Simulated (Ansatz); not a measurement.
C$_{6}$H$_{10}$O$_{2}$ (`CCC(=O)CC(C)=O`). The species carries charge 0 and has multiplicity 1. Geometry: relaxed with PBE0-D4/def2-TZVP. It is a higher conformer; a search finds a lower one.

```xyz
18

C     1.950    0.331   -1.965
C     1.358   -0.490   -0.841
C     0.670    0.327    0.216
O     0.669    1.532    0.228
C    -0.096   -0.464    1.267
C    -1.531   -0.591    0.772
C    -2.456    0.523    1.153
O    -1.862   -1.520    0.080
H     1.174    0.896   -2.485
H     2.450   -0.312   -2.691
H     2.675    1.052   -1.583
H     2.126   -1.086   -0.330
H     0.629   -1.227   -1.202
H    -0.056    0.088    2.206
H     0.316   -1.467    1.380
H    -2.633    0.492    2.233
H    -1.981    1.486    0.940
H    -3.402    0.431    0.623
```

(1) What is the dipole moment at B3LYP/def2-TZVPP? (An estimate is asked.)

(2) And with PBE, r2SCAN, ωB97M-V? (An estimate is asked.)

(3) Give the Mulliken charges with B3LYP, r2SCAN, PBE in def2-TZVPP. (Best estimate.)

Results:

(1) Computed: 1.57 D, with components (0.78, -0.44, 1.28) D in this frame, pointing from negative to positive charge.

(2) Ansatz gave: PBE 1.46 D, r2SCAN 1.51 D, ωB97M-V 1.57 D.

(3) The calculation gave: 
```csv
atom,B3LYP,r2SCAN,PBE
C1,-0.24,-0.13,-0.25
C2,-0.10,-0.03,-0.10
C3,0.15,0.19,0.11
O4,-0.29,-0.33,-0.25
C5,-0.08,-0.02,-0.05
C6,0.17,0.21,0.12
C7,-0.25,-0.16,-0.24
O8,-0.28,-0.32,-0.24
H9,0.09,0.05,0.09
H10,0.08,0.05,0.08
H11,0.09,0.05,0.09
H12,0.08,0.04,0.08
H13,0.10,0.06,0.09
H14,0.10,0.07,0.09
H15,0.10,0.06,0.09
H16,0.09,0.06,0.09
H17,0.11,0.08,0.11
H18,0.10,0.07,0.10
```

B3LYP here is the variant with VWN-RPA as its local correlation; programs differ in this.
